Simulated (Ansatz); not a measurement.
`[Cl][Zr]([Cl])([Cl])[I]` and `[Cl][Hf]([Cl])([Cl])[I]` differ in one element.

Ansatz, PBE0-D4/def2-TZVP geometries, multiplicity 1. 

Elements past krypton have def2 core potentials.

| property | `[Cl][Zr]([Cl])([Cl])[I]` |
| --- | --- |
| LUMO energy (PBE0/def2-TZVPP) / eV | -2.76 |
| LUMO energy (PBE/def2-TZVPP) / eV | -3.48 |
| HOMO–LUMO gap (PBE0/def2-TZVPP) / eV | 5.64 |
| zero-point energy (PBE0-D4/def2-TZVP) / kJ/mol | 11.6 |
| HOMO energy (PBE/def2-TZVPP) / eV | -7.27 |
| LUMO energy (B3LYP/def2-TZVPP) / eV | -2.92 |

(1) Give the same properties after the change, and the shifts. (Best estimate.)

Answers

(1) Ansatz gave: 
```
                                      property  `[Cl][Hf]([Cl])([Cl])[I]`  shift
            LUMO energy (PBE0/def2-TZVPP) / eV                      -2.28   0.48
             LUMO energy (PBE/def2-TZVPP) / eV                      -3.03   0.45
          HOMO–LUMO gap (PBE0/def2-TZVPP) / eV                       6.12   0.48
zero-point energy (PBE0-D4/def2-TZVP) / kJ/mol                       10.9   -0.7
             HOMO energy (PBE/def2-TZVPP) / eV                      -7.25   0.02
           LUMO energy (B3LYP/def2-TZVPP) / eV                      -2.44   0.48
```

B3LYP here is the variant with VWN-RPA as its local correlation; programs differ in this.

Spin–orbit coupling is left out; it splits and shifts lone-pair levels of the heavy atoms by tenths of an eV.
